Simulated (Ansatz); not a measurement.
Basis-set extrapolation for `C[B-](C)(C)[SH2+]` (PBE0-D4/def2-TZVP geometry, frozen core, the Gaussian-basis code of Ansatz). Multiplicity 1, RHF reference.

```csv
,def2-TZVPP,def2-QZVPP
HF,-542.289629,-542.307904
MP2 correlation,-0.852821,-0.908945
CCSD(T) correlation,-0.959150,not run
```

Energies in hartree. Use E(X) = E(∞) + A·exp(−7.88·√X) for Hartree–Fock and E(X) = E(∞) + B·X^(−2.97) for correlation, with X = 3 and 4, and add CCSD(T) minus MP2 of the smaller set to the MP2 limit.

Task: What is the CCSD(T) energy at the basis-set limit?

Result: HF limit: -542.307904 + (-0.018275) × 0.13774 = -542.31042. MP2 limit: -0.908945 + (-0.056124) × 0.74074 = -0.95052. Higher-order term: -0.959150 − (-0.852821) = -0.10633. Total: -543.36727 hartree, 311.1 kJ/mol below CCSD(T)/def2-TZVPP.
